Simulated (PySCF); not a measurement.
# Correlation energy of Ne (neon, neutral)

[Ne], closed-shell 1S. Computed with PySCF 2.14 in aug-cc-pVDZ, with no relativity, point nucleus. Frozen: 1s2; 8 electrons correlated.

MP2 pair energies summed by pair of shells (mhartree):

```csv
pair,energy,share (%)
2p-2p,-158.01,76.4
2s-2p,-41.25,19.9
2s-2s,-7.61,3.7
```

Total MP2 correlation energy: -206.87 mhartree.

Same-spin part -56.74 and opposite-spin part -150.14 mhartree; SCS-MP2 scales them by 1/3 and 6/5 to -199.08 mhartree.

```tsv
level	correlation energy (mhartree)
CCSD	-210.15
(T)	-2.79
CCSD(T)	-212.94
```

Diagnostics: T1 = 0.0094, D1 = 0.0148, largest double amplitude 0.034.

Q: Is a single reference adequate?

A: Yes: T1 lies below 0.03 and no double amplitude reaches 0.07.
